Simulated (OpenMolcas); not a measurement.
**Ti: Racah parameters, the spin-orbit constant, worked from levels**

```json
{"Program": "OpenMolcas 26.06", "Basis": "ANO-RCC-VQZP [7s6p4d3f2g1h]", "Scalar Hamiltonian": "DKH2, point nucleus", "Active space": "2 electrons in 5 orbitals (3d)", "State averaging": "2S+1 = 3 even, 10 roots; 2S+1 = 1 even, 15 roots", "Spin-orbit coupling": "RASSI with atomic mean-field integrals over the reference wave functions, term energies averaged over their components"}
```

Methods: CASSCF; SS-CASPT2, IPEA 0.25 Eh, imaginary shift 0.1 Eh (closed shells correlated: 3s 3p 4s). Measured levels: NIST Handbook of Basic Atomic Spectroscopic Data.

**Racah parameters.** Above ³F, d2 has ³P at 15B, ¹G at 12B + 2C and ¹D at 5B + 2C. The first two fix B and C, and the third tests them; where it misses by thousands of cm-1, two parameters do not describe the configuration (Trees and configuration-interaction terms are left out) and B and C hang on the terms chosen. Term energies are centres of gravity, weighted by 2J + 1.

| Source | ³P | ¹G | B | C | C/B | ¹D from B, C | ¹D found |
| --- | --- | --- | --- | --- | --- | --- | --- |
| CASSCF | 12616 | 16038 | 841 | 2973 | 3.54 | 10151 | 10349 |
| SS-CASPT2 | 9803 | 12277 | 654 | 2217 | 3.39 | 7704 | 6036 |
| measured | 8325 | 11896 | 555 | 2618 | 4.72 | 8011 | 7033 |

Energies in cm-1. From CASSCF to SS-CASPT2, B changes by -22.2 % and C by -25.4 %. Against the measured terms, SS-CASPT2 has B off by +17.8 % and C by -15.3 %.

**The spin-orbit constant.** For the Hund term ³F of d2, E(J) = (A/2) J(J+1) + constant and ζ = 2S·A = 2A. From J = 2 to J = 4 the energy changes by 7 A.

```json
{"Source": "CASSCF", "E(4) - E(2)": "417.0", "A": "59.6", "ζ": "119"}
{"Source": "SS-CASPT2", "E(4) - E(2)": "418.9", "A": "59.8", "ζ": "120"}
{"Source": "measured", "E(4) - E(2)": "386.9", "A": "55.3", "ζ": "111"}
```

All in cm-1. SS-CASPT2 is off by +8.3 % and CASSCF by +7.8 %. Both methods take the spin-orbit matrix elements from the reference wave functions, so the second can move ζ only through the term energies and any multistate remixing. Second-order mixing with other terms is absorbed into this ζ.

CASPT2 breaks the degeneracy within a term, and the mean is taken; among the terms shown or strongly mixed into the levels shown the widest spread is 1100 cm-1 (3d² 4s² ¹G, SS-CASPT2). With the s shell closed, the reference lacks s² → p², s² → d² and s → d mixing, so excited terms can stand far too high and out of order, with CASPT2 too. Without dynamic correlation excited terms often stand tens of per cent too high (terms of higher spin than the ground term too low), and those without a measured partner can miss by more than the paired ones (holds for CASSCF). Some terms miss by over 15 % even with CASPT2, which points to a basis or an active space too small for the shells correlated (holds for SS-CASPT2). Computed and measured levels are paired by configuration, term and J; levels that our copy of the source lacks, or whose pairing is in doubt (as where it misses far off the trend of its configuration), stay unpaired and out of the deviations. Only configurations of the active space appear.
